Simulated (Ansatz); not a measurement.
Relaxation of NbB₇ with RKS PBE-D4/def2-SVP.

```sh
$ ansatz run in.yaml --threads 2 --pin off --events-out ev --progress --plain --max-ram 31744MiB --backend cpu
```

```yaml
crystal:
  periodic: [false, false, false]
  atoms:
    - {symbol: Nb, position_ang: [2.159820, -1.541520, -0.076920]}
    - {symbol: B, position_ang: [-0.961520, 1.627810, -0.029560]}
    - {symbol: B, position_ang: [0.572720, 1.675150, -0.071740]}
    - {symbol: B, position_ang: [-0.132080, 0.096880, 0.051650]}
    - {symbol: B, position_ang: [-1.393950, -1.090220, 0.093770]}
    - {symbol: B, position_ang: [-1.852560, 0.373930, 0.046850]}
    - {symbol: B, position_ang: [0.029480, -1.659140, 0.057310]}
    - {symbol: B, position_ang: [1.578100, 0.517110, -0.071360]}
basis:
  gaussian: {orbitals: def2-SVP}
hamiltonian: {xc: pbe, dispersion: d4}
scf: {lower_state_search: "off"}
output: {orbitals: {seedname: orbitals}}
relax: {f_tol: 0.02, max_steps: 100}
```

It took 12 s on 2 threads of AMD EPYC 7R13 on a shared host.

Positions (Å) and forces (eV/Å) at steps 1, 2, 3, 4, 5, 7 of 7:

```xyz
8
step=1 energy=-6266.7894 eV
Nb    2.160   -1.542   -0.077   -2.998    2.157    0.174
B    -0.962    1.628   -0.030   -0.716    0.814    0.026
B     0.573    1.675   -0.072    0.237    1.068   -0.024
B    -0.132    0.097    0.052    0.662   -0.470   -0.209
B    -1.394   -1.090    0.094   -0.927   -0.580    0.075
B    -1.853    0.374    0.047   -1.013    0.429    0.047
B     0.029   -1.659    0.057    2.619   -1.380   -0.064
B     1.578    0.517   -0.071    2.136   -2.037   -0.025
8
step=2 energy=-6267.3584 eV
Nb    2.002   -1.427   -0.064    0.285   -0.209    0.002
B    -0.949    1.625   -0.023   -0.479    0.286    0.028
B     0.601    1.680   -0.074    0.049    0.692   -0.016
B    -0.100    0.072    0.029    1.124   -0.800   -0.145
B    -1.390   -1.118    0.093   -0.632   -0.276    0.042
B    -1.846    0.364    0.053   -0.433    0.369    0.022
B     0.043   -1.719    0.060   -0.290   -0.513    0.062
B     1.639    0.523   -0.073    0.377    0.451    0.005
8
step=3 energy=-6267.4750 eV
Nb    1.936   -1.380   -0.055    0.959   -0.686   -0.024
B    -0.941    1.605   -0.017   -0.167    0.543   -0.010
B     0.599    1.716   -0.075    0.184    0.304   -0.013
B    -0.017    0.012    0.006    0.316   -0.221   -0.005
B    -1.424   -1.128    0.095   -0.228   -0.266    0.022
B    -1.824    0.364    0.057   -0.567   -0.028    0.023
B    -0.006   -1.779    0.065   -0.374    0.002    0.013
B     1.678    0.589   -0.077   -0.124    0.353   -0.007
8
step=4 energy=-6267.4661 eV rejected
Nb    1.993   -1.421   -0.053   -0.394    0.285    0.027
B    -0.968    1.651   -0.016    0.260   -0.647    0.016
B     0.610    1.750   -0.076   -0.281   -0.614    0.031
B    -0.005    0.004    0.004   -0.019    0.012   -0.005
B    -1.452   -1.149    0.097    0.490    0.462   -0.034
B    -1.877    0.374    0.060    0.695   -0.028   -0.021
B     0.005   -1.792    0.062   -0.351    0.302   -0.009
B     1.694    0.583   -0.079   -0.399    0.228   -0.005
8
step=5 energy=-6267.5144 eV
Nb    1.962   -1.398   -0.039    0.256   -0.183   -0.004
B    -0.953    1.622   -0.011   -0.016    0.102   -0.003
B     0.598    1.724   -0.077   -0.010    0.063   -0.001
B     0.003   -0.002    0.000   -0.099    0.071    0.002
B    -1.432   -1.130    0.093   -0.063   -0.009    0.004
B    -1.843    0.370    0.064   -0.101   -0.020    0.005
B    -0.004   -1.771    0.055   -0.121   -0.205    0.010
B     1.670    0.584   -0.086    0.155    0.181   -0.013
8
step=7 energy=-6267.5194 eV
Nb    1.970   -1.403   -0.037   -0.003    0.002    0.000
B    -0.956    1.626   -0.009    0.007    0.003   -0.004
B     0.598    1.726   -0.078   -0.012    0.002    0.004
B    -0.001    0.001   -0.001    0.004   -0.002    0.010
B    -1.434   -1.131    0.093   -0.005    0.011    0.003
B    -1.848    0.371    0.066    0.000   -0.008   -0.003
B    -0.008   -1.782    0.055    0.005   -0.003   -0.005
B     1.680    0.591   -0.087    0.004   -0.005   -0.005
```

In the def2 sets Nb takes a core potential; there is no spin–orbit coupling. The restricted singlet is unstable towards broken spin symmetry at other levels; at PBE-D4/def2-SVP this wasn't settled. Another isomer (singlet) lies 0.36 eV lower at PBE0-D4/def2-TZVP; other spin states weren't run for this one.
